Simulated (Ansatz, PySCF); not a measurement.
Process, species as SMILES: [C]1[c+]2[si-2][c+]21 (C3Si) + 8 [H][H] (H2) -> 3 C (CH4) + [SiH4] (SiH4)
Structures are relaxed separately at B3LYP-D3(BJ)/def2-TZVP in Ansatz (a quantum-chemistry and plane-wave program). Unstable Hartree-Fock reference: [C]1[c+]2[si-2][c+]21 (C3Si).
Geometry of the first species:
```
C
C 1 1.4301
C 2 1.4301 1 61.71
Si 1 1.8380 2 125.63 3 0.00
```

Wanted: energy of full hydrogenation (enthalpy at 298 K, with B3LYP-D3(BJ) rigid-rotor harmonic-oscillator terms from PySCF), in eV. Valence correlation only, unless marked. Spin-orbit coupling is left out. Non-relativistic unless marked X2C. Basis-set limits of correlation are two-point, X^-3; Hartree-Fock from the larger set.

```json
[
 {"level": "SVWN5/def2-TZVPD", "program": "Ansatz", "energy of full hydrogenation (eV)": "-12.54"},
 {"level": "TPSS/def2-TZVPD", "program": "PySCF", "energy of full hydrogenation (eV)": "-10.76"},
 {"level": "M06-L/def2-TZVPD", "program": "PySCF", "energy of full hydrogenation (eV)": "-11.91"},
 {"level": "r2SCAN/def2-TZVPD", "program": "Ansatz", "energy of full hydrogenation (eV)": "___"},
 {"level": "BHLYP-D3(BJ)/def2-TZVPD", "program": "Ansatz + dftd3", "energy of full hydrogenation (eV)": "-11.87"},
 {"level": "BHLYP/def2-TZVPD", "program": "Ansatz", "energy of full hydrogenation (eV)": "-11.87"},
 {"level": "TPSSh/def2-TZVPD", "program": "PySCF", "energy of full hydrogenation (eV)": "-11.06"},
 {"level": "M06-2X/def2-TZVPD", "program": "PySCF", "energy of full hydrogenation (eV)": "___"},
 {"level": "CAM-B3LYP-D4/def2-TZVPD", "program": "Ansatz + dftd4", "energy of full hydrogenation (eV)": "-11.66"},
 {"level": "PBE-QIDH/def2-TZVPD", "program": "Ansatz", "energy of full hydrogenation (eV)": "-11.66"},
 {"level": "SCS-MP2/6-31G", "program": "Ansatz", "energy of full hydrogenation (eV)": "-11.19"},
 {"level": "SCS-MP2/aug-cc-pV(D+d)Z", "program": "Ansatz", "energy of full hydrogenation (eV)": "-11.07"},
 {"level": "SCS-MP2/cc-pV(D+d)Z", "program": "Ansatz", "energy of full hydrogenation (eV)": "-11.05"},
 {"level": "X2C-CCSD(T)/cc-pVTZ-DK", "program": "Ansatz", "energy of full hydrogenation (eV)": "___"},
 {"level": "CCSD(T)/CBS(cc-pV(T+d)Z,cc-pV(Q+d)Z)", "program": "Ansatz", "energy of full hydrogenation (eV)": "-11.05"}
]
```

**Question.** Some entries are withheld; supply them.

**Answer.** 
- r2SCAN/def2-TZVPD, energy of full hydrogenation (eV): -11.30
- M06-2X/def2-TZVPD, energy of full hydrogenation (eV): -10.65
- X2C-CCSD(T)/cc-pVTZ-DK, energy of full hydrogenation (eV): -10.96
